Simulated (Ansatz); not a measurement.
What each rung costs, and what it gives

The pair of H2O (SMILES O, atoms 1–3) and H2Te (SMILES [TeH2], atoms 4–6), both closed shells, in one local arrangement (a lower one may exist), relaxed at PBE0-D4/def2-TZVP:

O1  (-0.028, 0.505, -1.542)
H2  (0.782, 0.188, -1.949)
H3  (-0.732, -0.019, -1.931)
Te4  (-0.164, 0.290, 2.365)
H5  (-0.056, 0.362, 0.710)
H6  (0.198, -1.326, 2.347)
(Å)

Interaction energies are counterpoise-corrected; the time is that of the whole pair.

Computed with Ansatz 0.2.0 (basis: as named in each row); correlated methods freeze the cores. Filled d shells of the heavier atoms are correlated. Core potentials replace the inner electrons of the atoms past krypton. The def2 sets are not built for correlating such inner shells, so the correlated values are less sure here. B3LYP uses VWN-RPA correlation. Extrapolation: Hartree–Fock as exp(−7.88 √X), correlation as X^−2.97.

Times are rough, for one single point on 2 threads of a shared host (Intel Xeon Platinum 8488C).

The estimate by CCSD(T) at an estimated basis limit (MP2 extrapolated from triple and quadruple zeta, plus CCSD(T) − MP2 in triple zeta) is -1.40 kcal/mol.

| method | basis | time (s) | interaction energy (kcal/mol) | method less estimate |
| --- | --- | --- | --- | --- |
| PBE-D4 | def2-TZVPPD | 2 | -1.94 | -0.54 |
| revPBE-D4 | def2-TZVPPD | 2 | -1.28 | 0.12 |
| BLYP-D4 | def2-TZVPPD | 3 | -1.29 | 0.12 |
| PBE0-D4 | def2-TZVPPD | 3 | -1.73 | -0.33 |
| HSE06-D4 | def2-TZVPPD | 3 | -1.75 | -0.35 |
| r2SCAN-D4 | def2-TZVPPD | 3 | -1.51 | -0.11 |
| B3LYP-D4 | def2-TZVPPD | 3 | -1.39 | 0.01 |
| B97M-V | def2-TZVPPD | 6 | -1.26 | 0.14 |
| wB97X-V | def2-TZVPPD | 6 | -1.31 | 0.10 |
| B2PLYP | def2-TZVPPD | 6 | -0.92 | 0.48 |
| wB97M-V | def2-TZVPPD | 8 | -1.29 | 0.11 |
| MP2 | def2-QZVPPD | 13 | -1.51 | -0.11 |
| CCSD(T) | def2-TZVPPD | 52 | -1.07 | 0.33 |

T1 diagnostic: at most 0.011.
